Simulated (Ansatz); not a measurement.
Computed with Ansatz on PBE0-D4/def2-TZVP structures; ΔE is electronic, products minus reactants. CCSD(T)/CBS adds triple-zeta CCSD(T) − MP2 to the extrapolated MP2 energy (def2 sets, frozen cores). Functionals use def2-TZVPP. B3LYP here is the variant with VWN-RPA as its local correlation; programs differ in this. For Ge outer-core shells are correlated without core-valence functions, which leaves a few kJ/mol of doubt a bond. Scalar relativity is left out up to krypton. One conformer a species, not always the lowest.

Reaction (redistribution): `C[Si@H](O)N[Si@@H](O)F` + `B[O][GeH3]` → `C[SiH](O)N[SiH2]O` + `B[O][GeH2][F]`

`C[Si@H](O)N[Si@@H](O)F`:

Z-matrix (Å, degrees):
```
C
Si 1 1.852
H 1 1.093 2 111.1
H 1 1.092 2 110.3 3 119.9
H 1 1.093 2 110.9 3 -120.9
O 2 1.644 1 107.4 3 -177.1
N 2 1.743 1 109.2 3 61.6
H 2 1.486 1 112.3 3 -57.0
H 6 0.961 2 114.1 1 -172.4
Si 7 1.690 2 125.0 1 -178.4
H 7 1.009 2 116.8 1 12.9
O 10 1.643 7 104.9 2 -20.6
F 10 1.598 7 114.4 2 95.9
H 10 1.476 7 112.2 2 -144.6
H 12 0.959 10 117.5 7 148.8
```

`B[O][GeH3]`:

Cartesian coordinates in Å:
```
B -0.069 0.434 -1.512
O -0.061 -0.573 -0.627
Ge 0.049 -0.417 1.161
H 0.004 1.582 -1.144
H -0.150 0.156 -2.677
H 1.307 -1.190 1.573
H -1.221 -1.067 1.719
H 0.142 1.075 1.506
```

`C[SiH](O)N[SiH2]O`:

Z-matrix (Å, degrees):
```
C
Si 1 1.852
H 1 1.093 2 110.7
H 1 1.092 2 111.0 3 -120.6
H 1 1.092 2 110.4 3 119.2
O 2 1.647 1 106.7 3 -63.5
N 2 1.734 1 111.2 3 59.1
H 2 1.489 1 112.5 3 176.1
H 6 0.962 2 113.7 1 168.8
Si 7 1.709 2 122.1 1 168.3
H 7 1.010 2 117.1 1 -36.8
O 10 1.659 7 106.7 2 40.4
H 10 1.486 7 108.5 2 161.1
H 10 1.487 7 113.1 2 -76.9
H 12 0.958 10 116.9 7 -148.7
```

`B[O][GeH2][F]`:

Cartesian coordinates in Å:
```
B -1.135 0.055 -1.091
O -0.090 -0.635 -0.591
Ge 0.837 -0.170 0.853
F 2.171 0.754 0.255
H -1.642 -0.349 -2.099
H -1.544 1.040 -0.527
H 0.002 0.756 1.741
H 1.403 -1.452 1.458
```

```csv
level,ΔE (kJ/mol),difference from CCSD(T)/CBS
ωB97X-V,94.2,-6.0
ωB97M-V,98.6,-1.6
r2SCAN,98.3,-1.9
PBE0,96.3,-3.9
B3LYP,96.3,-3.9
HF/def2-TZVPP,97.1,-3.1
MP2/def2-TZVPP,96.6,-3.6
SCS-MP2/def2-TZVPP,93.9,-6.3
SCS-MP2/def2-QZVPP,95.7,-4.5
HF/CBS(def2),97.4,-2.8
CCSD(T)/CBS,100.2,0
```

Largest T1 diagnostic among the species: 0.013.

From PBE to PBE0 (25 % exact exchange), in def2-TZVPP and without D4, ΔE moves by +4.5 kJ/mol.
